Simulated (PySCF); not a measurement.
## Gas-phase XPS of trans-Si(PH3)2Cl4, computed

Compound: trans-Si(PH3)2Cl4.
Cartesian coordinates in Å at the PBE0-D3(BJ)/def2-SVP level; atoms count from 1:
```
atom  x, y, z in Å
Si1   -0.053   -0.080    0.002
P2    -0.065    0.089    2.364
H3     0.429    1.308    2.880
H4     0.746   -0.865    3.017
H5    -1.293   -0.045    3.055
P6     0.090   -0.066   -2.362
H7     1.191    0.639   -2.900
H8    -1.006    0.553   -3.000
H9     0.173   -1.302   -3.046
Cl10   2.113    0.154    0.178
Cl11  -2.201   -0.299   -0.137
Cl12  -0.260    2.089   -0.179
Cl13   0.166   -2.228    0.150
```

Method: delta-SCF UKS SCAN, pcX-2 on the ionised atom, pcseg-1 elsewhere, spin-free X2C in PySCF 2.14.0. Each binding energy is the total energy of the core-ionised species, with the hole localised on one atom, minus that of the ground state; both are solved self-consistently, so orbital relaxation is included.

Task: Give the core binding energies atom by atom.

Result: 
| atom(s) | environment | level | binding energy (eV) | 2p1/2 (eV) | count |
| --- | --- | --- | --- | --- | --- |
| Si1 | silicon bonded to 4 Cl and 2 P | Si 2p3/2 | 108.85 | 109.48 | 1 |
| Si1 | silicon bonded to 4 Cl and 2 P | Si 1s | 1849.22 | – | 1 |
| P2/P6 | phosphorus bonded to Si and 3 H | P 2p3/2 | 138.37 | 139.26 | 2 |
| P2/P6 | phosphorus bonded to Si and 3 H | P 1s | 2151.95 | – | 2 |
| Cl10/Cl11/Cl12/Cl13 | chlorine bonded to Si | Cl 2p3/2 | 204.81 | 206.46 | 4 |
| Cl10/Cl11/Cl12/Cl13 | chlorine bonded to Si | Cl 1s | 2827.37 | – | 4 |

Task: Which photon energy gives electrons from Si 2p3/2 of Si1 a kinetic energy of 20 eV, and what is their de Broglie wavelength?

Result: hν = 108.85 + 20 = 128.85 eV, recoil neglected; λ = 12.264 Å/√(E/eV) = 2.74 Å.

Topologically equivalent atoms share the value of their first member; where this conformer doesn't relate them by symmetry, their own values could differ. 2p3/2 and 2p1/2 are the ΔSCF energy of one spin-free 2p hole plus the eigenvalues of a spin–orbit and ligand-field matrix of the shell. 2p1/2 minus 2p3/2 (ligand field included): Si 0.63 eV, P 0.89 eV, Cl 1.65 eV. Isolated species at its PBE0-D3(BJ)/def2-SVP geometry, gas phase.
